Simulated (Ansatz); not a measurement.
Program: Ansatz. Geometries: PBE0-D4/def2-TZVP. ΔE: electronic, gas phase. CCSD(T)/CBS adds triple-zeta CCSD(T) − MP2 to the extrapolated MP2 energy (def2 sets, frozen cores). This one scheme is used for every species. Functionals use def2-TZVPP. HSE06 is defined as in plane-wave codes. One conformer a species, not always the lowest.

Reaction (formal exchange of groups at the Si–Al bond): `[NH2][AlH][SiH2]S` + ethane → `CC[SiH2]S` + `[NH2][AlH2]`

```csv
level,ΔE (kJ/mol)
PBE-D4,23.1
B97M-V,4.1
HSE06-D4,20.1
CAM-B3LYP-D4,7.5
HSE06,21.4
LC-ωPBE,12.7
CCSD/def2-SVP,13.0
MP2/CBS(def2),2.5
```

Problem. What does CCSD(T)/CBS give? (Estimate.)

Solution. Ansatz gave: +10.0 kJ/mol. The listed levels differ from it by 13.1, -5.9, 10.1, -2.5, 11.4, 2.7, 3.0, -7.5 kJ/mol.

Largest T1 diagnostic among the species: 0.013.

From PBE to PBE0 (25 % exact exchange), in def2-TZVPP and without D4, ΔE moves by −3.9 kJ/mol. Leaving LDA and LC-ωPBE aside and taking each functional with its dispersion term where it has one, the values, not all of them listed here, spread over 19.9 kJ/mol, from ωB97M-V to PBE-D4. LDA lies −8.0 kJ/mol from PBE without D4. The D4 term adds −3.0 kJ/mol with B3LYP and −1.5 kJ/mol with PBE0; it sums over pairs of atoms, weighted by their polarisabilities, and B3LYP, whose exchange is more repulsive, gets the larger term.

B3LYP here is the variant with VWN-RPA as its local correlation; programs differ in this.
